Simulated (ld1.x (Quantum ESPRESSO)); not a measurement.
An all-electron radial function and its pseudo partner (germanium)

Columns: radius, all-electron u(r) and pseudo u(r) of the 3p shell (level -135.41 eV) of germanium in the configuration [Ne] 3s2 3p6 3d10 4s2 4p0; PBEsol, scalar-relativistic, TM scheme, ld1.x (Quantum ESPRESSO) 7.5.

| r (bohr) | all-electron | pseudo |
| --- | --- | --- |
| 0.030 | 0.2096 | -0.0096 |
| 0.060 | 0.5066 | -0.0381 |
| 0.090 | 0.6842 | -0.0850 |
| 0.120 | 0.7082 | -0.1491 |
| 0.150 | 0.6043 | -0.2291 |
| 0.180 | 0.4139 | -0.3229 |
| 0.210 | 0.1759 | -0.4283 |
| 0.240 | -0.0789 | -0.5423 |
| 0.270 | -0.3283 | -0.6616 |
| 0.300 | -0.5582 | -0.7824 |
| 0.330 | -0.7601 | -0.9002 |
| 0.360 | -0.9304 | -1.0108 |
| 0.390 | -1.0682 | -1.1097 |
| 0.420 | -1.1746 | -1.1934 |
| 0.450 | -1.2520 | -1.2592 |
| 0.480 | -1.3036 | -1.3057 |
| 0.510 | -1.3328 | -1.3332 |
| 0.540 | -1.3430 | -1.3430 |
| 0.570 | -1.3372 | -1.3372 |
| 0.600 | -1.3185 | -1.3185 |
| 0.630 | -1.2896 | -1.2896 |
| 0.660 | -1.2527 | -1.2527 |
| 0.690 | -1.2096 | -1.2096 |
| 0.720 | -1.1623 | -1.1623 |
| 0.750 | -1.1118 | -1.1118 |
| 0.780 | -1.0596 | -1.0596 |

How many radial nodes do the two functions have?

The all-electron 3p function has n − l − 1 = 1; the pseudo-wave has 0, since the states of the same l below it are removed with the core.

At about which radius was the pseudo-wave matched?

0.60 bohr. The columns agree to 0.0005 from 0.51 bohr on; several derivatives are matched, so the curves merge somewhat inside the radius.

Where does each function peak?

Outermost all-electron maximum near 0.54 bohr, pseudo maximum near 0.54 bohr (to the table’s step).

Is the pseudo-wave norm-conserving?

Yes: the TM scheme keeps the norm inside the radius equal to the all-electron one, which fixes the energy derivative of the logarithmic derivative at the level.
